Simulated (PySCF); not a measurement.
Another site gives an ion 66951.47 eV lower (`O[SiH2]Br`) at the level CAM-B3LYP-D3(BJ)/def2-TZVPD (PySCF).

```xyz
8

O     -0.8879     1.3395     1.0292
C     -1.1182     0.4263     0.2704
Si     0.3717    -0.5587    -0.4293
O      1.6854     0.1474     0.2353
H     -2.1738     0.1966     0.0117
H      0.3786    -0.4597    -1.9036
H      0.2510    -1.9783    -0.0376
H      1.4932     0.8869     0.8239
```

Charge 0, multiplicity 1.

Problem. Give the Mulliken and meta-Löwdin atomic charges from CAM-B3LYP-D3(BJ)/def2-TZVPD (PySCF).

Solution. 
| atom | Mulliken (e) | meta-Löwdin (e) |
|---|---|---|
| O1 | -0.42 | -0.38 |
| C2 | -0.06 | 0.05 |
| Si3 | 0.37 | 0.89 |
| O4 | -0.42 | -0.76 |
| H5 | 0.34 | 0.08 |
| H6 | -0.08 | -0.12 |
| H7 | -0.08 | -0.12 |
| H8 | 0.34 | 0.36 |
